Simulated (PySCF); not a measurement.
## Assignment exercise: C$_{3}$H$_{4}$F$_{3}$NSi

Structure with atom numbers: `[H]/[N:1]=[CH:2]\[CH:3]=[CH:4]\[Si:5]([F:6])([F:7])[F:8]` (H(Xn): hydrogen on atom n).

- structure optimised with GFN2-xTB
- PBE0/pcSseg-1 with gauge-including orbitals
- code: PySCF 2.14.0 with density-fitted response routines
- fast rotation and ring inversion assumed for equivalent nuclei, isolated molecule, no relativistic terms, a single conformation

Scale: 13C (186.93 ppm), 1H (31.72 ppm) vs TMS (reference shieldings calculated alike).

(1) Assign these signals to the numbered atoms. 13C{1H} NMR (computed): δ 173.1, 158.6, 127.8.

(2) Assign these signals to the numbered atoms. 1H NMR (500 MHz, computed): δ 11.61 (br s, 1H), 8.22 (d, 1H), 6.47 (m, 1H), 5.89 (m, 1H).

## Answers

(1) 
173.1 → C2, C=N carbon
158.6 → C3, alkene CH: as expected for a trigonal carbon in a double bond
127.8 → C4, alkene CH

(2) 
11.61 → H(N1), hydrogen on an imine nitrogen: exchangeable; this is the value without hydrogen bonding to other molecules
8.22 → H(C2), hydrogen on a C=N carbon
6.47 → H(C3), hydrogen on an alkene CH: olefinic region
5.89 → H(C4), hydrogen on an alkene CH

OH/NH shifts are gas-phase values; hydrogen bonding in solution moves them, usually downfield. Splittings by 19F in the carbon and heteronuclear signals aren't shown, as no couplings were computed. Shifts are as computed. Against solution values, carbons near 30 ppm lie about +3 ppm off and those near 130 ppm about +5 ppm. Of 1211 compounds with measured shifts, 218 miss one by over three times the rms of a fit or turn the order of signals round; such compounds aren't used in these exercises. Multiplicities follow the n + 1 count of equivalent neighbours, as no J values were calculated; m marks all less simple cases, F and P coupling included.
